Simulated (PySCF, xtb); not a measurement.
B(H)(Me)(NCO) (C2H4BNO), SMILES O=C=NBC.

GFN2-xTB (xtb) at its own geometry gives an orbital gap of 3.97 eV and a dipole moment of 2.09 D.

Coordinates come from a B3LYP-D3(BJ)/def2-SVP optimisation. One conformer was computed; it need not be the lowest.

### Question
What does PBE0/def2-TZVP (PySCF) give? (Estimate from the structure and the level; the computed values follow.)

### Answer
gap 6.65 eV (levels -8.13 and -1.48 eV), dipole 1.92 D.
